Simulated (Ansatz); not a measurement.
`B/C=C(\C)O` + `C[SiH](C)[NH][GaH2]` → `BN[SiH](C)C` + `C/C(O)=[CH]/[GaH2]`  (redistribution)

Gas-phase electronic energies from Ansatz, PBE0-D4/def2-TZVP geometries. CCSD(T)/CBS adds triple-zeta CCSD(T) − MP2 to the extrapolated MP2 energy (def2 sets, frozen cores). Double bonds are as drawn, so ΔE can hold a change between cis and trans. Functionals use def2-TZVPP. B3LYP here is the variant with VWN-RPA as its local correlation; programs differ in this. For Ga outer-core shells are correlated without core-valence functions, which leaves a few kJ/mol of doubt a bond. Scalar relativity is left out up to krypton. Each species was taken in one conformer, which may not be the lowest.

```csv
level,ΔE (kJ/mol),difference from CCSD(T)/CBS
PBE-D4,-49.8,1.4
r2SCAN-D4,-48.2,3.0
PBE0-D4,-51.5,-0.3
B3LYP-D4,-48.7,2.5
ωB97M-V,-53.6,-2.4
B2PLYP,-49.9,1.3
PBE,-50.9,0.3
r2SCAN,-48.5,2.7
PBE0,-52.6,-1.4
B3LYP,-50.5,0.7
HF/def2-TZVPP,-49.2,2.0
MP2/def2-TZVPP,-50.8,0.4
CCSD/def2-TZVPP,-51.7,-0.5
CCSD(T)/def2-TZVPP,-51.4,-0.2
HF/CBS(def2),-47.8,3.4
MP2/CBS(def2),-50.6,0.6
CCSD(T)/CBS,-51.2,0
```

Largest T1 diagnostic among the species: 0.013.
